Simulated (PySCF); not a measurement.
## Telling isomers of C8H12Si apart by NMR

Theoretical values (PySCF 2.14.0 with density-fitted response routines): shielding tensors at PBE0/pcSseg-1 (GIAO), geometry from GFN2-xTB. Single conformer, gas phase, averaged over atoms made equivalent by symmetry, fast rotation or ring inversion, no relativistic terms.

Scale: 1H and 13C vs TMS (reference shieldings calculated alike). Where no couplings were computed, multiplicities follow the n + 1 count of equivalent neighbours, and m marks all less simple cases (inequivalent or close neighbours, rings, F or P nearby). Shifts are as computed. Against solution values, carbons near 30 ppm lie about +3 ppm off and those near 130 ppm about +5 ppm. Of 1211 compounds with measured shifts, 218 miss one by over three times the rms of a fit or turn the order of signals round; such compounds aren't used in these exercises.

(1) Tabulate the signals of `Cc1ccc(C[SiH3])cc1`, `C[C@@H]1[SiH2]CC2=C1C=CC2` and their relative energies.

(2) What is the quickest way to tell Cc1ccc(C[SiH3])cc1 from C[C@@H]1[SiH2]CC2=C1C=CC2?

Results:

(1) 
```tsv
SMILES	carbon types	δC	δH	E rel. (kcal/mol)
Cc1ccc(C[SiH3])cc1	2×C 4×CH 1×CH2 1×CH3	142.7, 139.4, 134.7, 133.0, 23.8, 21.1	7.39 (m, 2H), 7.34 (m, 2H), 3.89 (t, 3H), 2.44 (s, 3H), 2.30 (q, 2H)	0.0
C[C@@H]1[SiH2]CC2=C1C=CC2	2×C 3×CH 2×CH2 1×CH3	160.6, 154.5, 142.8, 138.2, 45.2, 23.3, 21.3, 13.4	6.75 (m, 1H), 6.64 (m, 1H), 4.79 (m, 1H), 4.48 (m, 1H), 2.88 (m, 1H), 2.87 (m, 1H), 2.33 (m, 1H), 2.00 (m, 1H), 1.91 (m, 1H), 1.32 (d, 3H)	16.9
```

Energies are electronic energies at PBE0/pcSseg-1 on these geometries, without zero-point or thermal terms, each for the one conformer computed, which needn't be the lowest.

(2) Count the carbon signals: 6 against 8. The first has a substituted aromatic carbon (C) at 139.4 ppm, the second an allylic sp3 CH bonded to Si at 23.3 ppm. Their most deshielded carbons lie at 142.7 and 160.6 ppm. In the proton spectra the most deshielded non-exchanging signals are 7.39 (m, 2H) and 6.75 (m, 1H).
